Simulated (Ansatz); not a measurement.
[NdCl6]3- (NdCl₆³⁻), relaxed as a quartet with UKS PBE-D4/def2-SVP in Ansatz, starting from the GFN2-xTB geometry. Force threshold 0.03 eV/Å.

In the def2 sets Nd takes a core potential; there is no spin–orbit coupling. With an open 4f shell the SCF may have ended on a state above the lowest. A multiply charged anion in the gas phase is held together partly by the finite basis. The highest occupied level of the charge -3 quartet lies above zero (up to 6.20 eV). It is a level of α spin, whose loss leaves a triplet; that state wasn't run at this geometry and level. The electron is either unbound and held by the finite basis, or the level is raised by self-interaction error. The relaxation made no stability test and no search for a lower SCF solution. No other spin state of charge -3 was run.

Start:

Cartesian coordinates in Å:
```
Nd -0.001 0.000 0.001
Cl -2.069 -1.768 0.242
Cl 2.074 1.757 -0.257
Cl -1.746 2.092 0.205
Cl 1.746 -2.089 -0.199
Cl -0.325 0.001 -2.709
Cl 0.321 0.007 2.716
```

Q: Estimate the energy that the relaxation releases and the steps that it takes.

A: 0.08 eV, in 2 steps; 42 s on 4 threads of Arm Neoverse V2 on a shared host. No frequencies were taken in this run, so the end may be a saddle point.

Q: Does the start keep its bonding and symmetry?

A: By distances, no bond broke or formed. The bond that changes most is Nd1–Cl6, from 2.73 to 2.79 Å (atoms count from 1). Point group Oh at the start, Oh at the end, both within 0.05 Å.

Q: Predict the relaxed structure.

A: 
```xyz
7

Nd    0.0003    0.0000   -0.0007
Cl   -2.1211   -1.8000    0.2530
Cl    2.1238    1.7971   -0.2569
Cl   -1.7893    2.1350    0.2121
Cl    1.7894   -2.1350   -0.2079
Cl   -0.3307   -0.0044   -2.7740
Cl    0.3276    0.0073    2.7744
```
Bond lengths: 6 × Cl–Nd 2.79 Å.
